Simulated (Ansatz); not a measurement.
Molecule: AlBr$_{3}$ (charge 0, singlet). 
Geometry from a B3LYP-D3(BJ)/def2-TZVP (Ansatz, a program for electronic structure) optimisation:
```xyz
4

Br    -0.1587     2.2326    -0.0058
Al     0.0000     0.0000     0.0000
Br     2.0102    -0.9788     0.1040
Br    -1.8515    -1.2538    -0.0982
```

Basis-set convergence of Hartree-Fock and CCSD correlation energies (hartree) with Ansatz. Valence correlation only, unless marked. Spin-orbit coupling is left out. Frozen are the shells of the preceding noble gas and the d and f shells that filled before the atom's block. Non-relativistic.

| basis | functions | E(HF) | E(corr, CCSD) |
|---|---|---|---|
| def2-SVP | 114 | -7958.36814 | -0.43819 |
| def2-TZVPP | 186 | -7959.39977 | -0.58323 |
| def2-QZVPP | 337 | -7959.55434 | -0.64063 |

Extrapolating the two largest sets (X = 3 and 4) as X^-3: E(corr) = (64·(-0.64063) - 27·(-0.58323))/37 = -0.6825 Eh, an estimate of the basis-set limit. The largest set recovers 93.9 % of it, the smallest 64.2 %.
